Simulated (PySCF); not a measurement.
Isomers of C8H8, one conformer each; single-point electronic energies without zero-point terms and without any empirical dispersion term.

Level: CAM-B3LYP/def2-SVPD in PySCF, non-relativistic, each on one gas-phase PBE0-D3(BJ)/def2-SVP geometry that isn't relaxed in the solvent. The solvent is an IEF-PCM continuum (van der Waals radii × 1.2). Specific hydrogen bonds and non-electrostatic terms are outside this model.

| isomer | relative energy, gas (kcal/mol) | dipole (D) |
| --- | --- | --- |
| `C=CC#CC=C1CC1` | 0.0 | 0.95 |
| `C(=C=CCC=C)C#C` | 5.3 | 0.90 |

Question: How do the relative energies look in acetonitrile (ε = 35.69)?

Answer: 
```tsv
isomer	relative energy, solvent (kcal/mol)	E(solvent) − E(gas) (kcal/mol)	dipole in solvent (D)
`C=CC#CC=C1CC1`	0.0	-3.8	1.33
`C(=C=CCC=C)C#C`	4.7	-4.4	1.24
```

The order is unchanged. Conformers: `[CH:1]#[C:2][CH:3]=[C:4]=[CH:5][CH2:6][CH:7]=[CH2:8]` with C4–C5–C6–C7 116°, C5–C6–C7–C8 116°. `C(=C=CCC=C)C#C` gains most from the continuum, while `C=CC#CC=C1CC1` has the largest gas-phase dipole. The gains span 0.6 kcal/mol, the gas-phase energies 5.3 kcal/mol.
